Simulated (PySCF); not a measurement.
A PySCF script (with the pyscf-properties extension) for the NMR shieldings of `C1P(C)CC=C1[SiH3]`, C5H11PSi, on a GFN2-xTB geometry:

```python
import basis_set_exchange as bse
import numpy as np
from pyscf import gto, dft
from pyscf.prop import nmr

atoms = """
C    -2.317542    0.504864   -0.571044
P    -1.508740   -0.192781    0.944905
C    -0.753522   -1.696788    0.131721
C     0.475680   -1.212583   -0.571402
C     0.924599   -0.001237   -0.263294
Si    2.448073    0.824819   -0.983866
C     0.115283    0.717752    0.781009
H    -2.637258    1.524707   -0.363486
H    -3.198113   -0.089740   -0.808819
H    -1.631841    0.501993   -1.417617
H    -0.489749   -2.434163    0.897783
H    -1.469480   -2.171430   -0.544254
H     0.960729   -1.864354   -1.282879
H     3.063216   -0.073014   -1.960606
H     2.043353    2.075975   -1.635387
H     3.387673    1.128982    0.098334
H    -0.061692    1.766728    0.531192
H     0.640572    0.696588    1.741294
"""
names = dict.fromkeys(["C", "P", "Si", "H"], "pcSseg-1")
basis = {el: gto.basis.parse(bse.get_basis(n, elements=[el], fmt="nwchem")) for el, n in names.items()}
mol = gto.M(atom=atoms, basis=basis, charge=0, verbose=0)
mf = dft.RKS(mol, xc="PBE0")
mf.grids.level = 2
mf.grids.alignment = dft.numint.BLKSIZE   # the property module wants whole blocks of grid points
mf.conv_tol = 1e-9
mf.kernel()

calc = nmr.RKS(mf)   # GIAO
C = mf.mo_coeff
Co = C[:, mf.mo_occ > 0]
resp = mf.gen_response(singlet=True, hermi=2)
def vind(x):   # induced exchange potential for any number of trial vectors
    d = np.einsum("pi,xij,qj->xpq", C, 2 * x.reshape(-1, C.shape[1], Co.shape[1]), Co, optimize=True)
    return np.einsum("xpq,pi,qj->xij", resp(d - d.transpose(0, 2, 1)), C, Co, optimize=True).ravel()
mo1, _ = nmr.rhf.solve_mo1(calc, with_cphf=vind)
sigma = calc.kernel(mo1)
for i, s in enumerate(sigma):   # ppm
    w = np.linalg.eigvalsh((s + s.T) / 2)
    print("%2d %-2s iso %8.1f  s11 %8.1f  s22 %8.1f  s33 %8.1f" % (i, mol.atom_pure_symbol(i), w.mean(), *w))
```

Problem. What are the results?

Solution. 
```
 0 C  iso    173.0  s11    151.2  s22    177.4  s33    190.5
 1 P  iso    358.1  s11    284.3  s22    370.4  s33    419.5
 2 C  iso    144.7  s11    121.2  s22    146.5  s33    166.5
 3 C  iso     35.6  s11    -75.5  s22     54.8  s33    127.5
 4 C  iso     46.6  s11    -57.6  s22     42.7  s33    154.7
 5 Si iso    426.3  s11    392.7  s22    416.6  s33    469.5
 6 C  iso    143.6  s11    119.4  s22    142.5  s33    169.1
 7 H  iso     31.1  s11     26.5  s22     27.8  s33     38.8
 8 H  iso     31.1  s11     26.4  s22     27.8  s33     39.1
 9 H  iso     30.5  s11     25.1  s22     31.6  s33     34.9
10 H  iso     28.9  s11     24.0  s22     26.5  s33     36.2
11 H  iso     29.5  s11     25.5  s22     27.4  s33     35.5
12 H  iso     25.3  s11     22.3  s22     25.6  s33     27.9
13 H  iso     27.4  s11     23.5  s22     26.2  s33     32.4
14 H  iso     27.5  s11     24.2  s22     26.2  s33     32.2
15 H  iso     27.5  s11     24.2  s22     25.7  s33     32.7
16 H  iso     29.5  s11     25.2  s22     28.9  s33     34.5
17 H  iso     29.0  s11     23.6  s22     27.6  s33     35.7
```

These numbers come from an equivalent density-fitted implementation of the same equations, which agrees with the script to about 0.01 ppm for H and up to a few tenths of a ppm for heavy atoms, so last digits may differ.

Size and cost of the density-fitted run: 188 basis functions, 33 s wall time on 1 thread of an Arm Neoverse V1, shared host; peak memory 0.89 GiB.
